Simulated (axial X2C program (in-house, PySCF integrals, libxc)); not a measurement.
## Spin–orbit effects down a group: molecules with Rb, PBE0

Calculated with an axial X2C code built on PySCF integrals, spin-free (one-electron X2C) or two-component (2c: spin–orbit coupling with atomic mean-field Coulomb and Gaunt terms, which also bring small scalar terms), in Dyall basis sets with cores contracted in-house; open shells are unrestricted.

Basis sets: C dyall-v3z, Ge dyall-cv3z, Rb dyall-cv3z, Si dyall-v3z.

```json
{"molecule": "RbC", "spin-free state": "M_S = 3/2, Λ = 0", "Re (Å)": "2.623", "ωe (cm⁻¹)": "323.5", "De (eV)": "2.24", "2c state": "Ω = 3/2", "Re 2c (Å)": "2.623", "ωe 2c (cm⁻¹)": "323.6", "De 2c (eV)": "2.24"}
{"molecule": "RbSi", "spin-free state": "M_S = 3/2, Λ = 0", "Re (Å)": "3.150", "ωe (cm⁻¹)": "175.2", "De (eV)": "1.64", "2c state": "Ω = 3/2", "Re 2c (Å)": "3.150", "ωe 2c (cm⁻¹)": "175.2", "De 2c (eV)": "1.64"}
{"molecule": "RbGe", "spin-free state": "M_S = 3/2, Λ = 0", "Re (Å)": "3.183", "ωe (cm⁻¹)": "124.1", "De (eV)": "1.53", "2c state": "Ω = 3/2", "Re 2c (Å)": "3.184", "ωe 2c (cm⁻¹)": "124.0", "De 2c (eV)": "n/a"}
```

(1) Work out the shifts from the spin-free to the two-component result.

Each entry is the lowest single determinant of a limited PBE0 search at one distance. De goes to single-determinant-based atoms at the same level (for ions the charge split of lowest energy) and is withheld (n/a) where an atom does not fit its ground term or J level. Main or longest-lived isotopes. One determinant is a doubtful description, or other states lie close, for RbC, RbSi, RbGe; these need not be ground states, and all values refer to the states named. With several unpaired electrons the Ω given is that of one determinant, not necessarily of the lowest component. Some light 2c atoms are not at their ground J level, so De misses part of their lowering (0.04 eV or less). The functionals have no current term, which raises determinants with orbital currents.

Answers

(1) 

```json
{"molecule": "RbC", "2c state": "Ω = 3/2", "ΔRe (Å)": "0.000", "Δωe (cm⁻¹)": "0.1", "ΔDe (eV)": "0.00"}
{"molecule": "RbSi", "2c state": "Ω = 3/2", "ΔRe (Å)": "0.000", "Δωe (cm⁻¹)": "0.0", "ΔDe (eV)": "0.00"}
{"molecule": "RbGe", "2c state": "Ω = 3/2", "ΔRe (Å)": "0.001", "Δωe (cm⁻¹)": "-0.1", "ΔDe (eV)": "n/a"}
```

Shifts of one unit in the last digit are rounding.
